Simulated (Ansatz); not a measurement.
System: CrH, charge 0, multiplicity 6. SMILES: [CrH]
Coordinates optimised at B3LYP-D3(BJ)/def2-TZVP (Ansatz, a program for electronic structure):
```xyz
2

Cr     0.0000     0.0000    -0.0665
H      0.0000     0.0000     1.5960
```
Charge 0, spin multiplicity 6.

Quantity: size of the dipole moment, in D. Conventions: non-relativistic; LANL2DZ with its own core potentials from Na on; UHF or UKS for open shells; 6-31G* and kin with 6d, 5d where marked; no spin-orbit coupling. Ab initio and DFT rows: single points at B3LYP-D3(BJ) geometries (Ansatz). The spin state of an ion or metal species was assumed, not searched.

```json
[
 {"level": "SVWN5/6-31G*", "program": "Ansatz", "size of the dipole moment (D)": "2.56"},
 {"level": "SVWN5/6-31G* with LANL2DZ past Ar", "program": "Ansatz", "size of the dipole moment (D)": "2.85"},
 {"level": "PBE/6-31G*", "program": "Ansatz", "size of the dipole moment (D)": "2.61"},
 {"level": "PBE/6-31G* with LANL2DZ past Ar", "program": "Ansatz", "size of the dipole moment (D)": "2.95"},
 {"level": "BLYP/6-31G*", "program": "Ansatz", "size of the dipole moment (D)": "2.49"},
 {"level": "BLYP/6-31G* with LANL2DZ past Ar", "program": "Ansatz", "size of the dipole moment (D)": "2.87"},
 {"level": "B3LYP/3-21G", "program": "Ansatz", "size of the dipole moment (D)": "2.18"},
 {"level": "B3LYP/LANL2DZ", "program": "Ansatz", "size of the dipole moment (D)": "3.28"},
 {"level": "B3LYP/6-31G", "program": "Ansatz", "size of the dipole moment (D)": "2.73"},
 {"level": "B3LYP/6-31G*", "program": "Ansatz", "size of the dipole moment (D)": "2.72"},
 {"level": "B3LYP/6-31G**", "program": "Ansatz", "size of the dipole moment (D)": "2.71"},
 {"level": "B3LYP/def2-SVP", "program": "Ansatz", "size of the dipole moment (D)": "3.16"},
 {"level": "B3LYP/6-31G* with LANL2DZ past Ar", "program": "Ansatz", "size of the dipole moment (D)": "3.31"},
 {"level": "PBE0/6-31G* with LANL2DZ past Ar", "program": "Ansatz", "size of the dipole moment (D)": "3.47"}
]
```

No value to compare with is used here. The 14 habitual levels span 2.18 (B3LYP/3-21G) to 3.47 D (PBE0/6-31G* with LANL2DZ past Ar).

The levels are drawn from those run, B3LYP/6-31G* more often than the rest, none by its result; left out are runs that failed, that the program found above a lower state of the same kind, or whose <S^2> lies over 0.5 above the pure value.
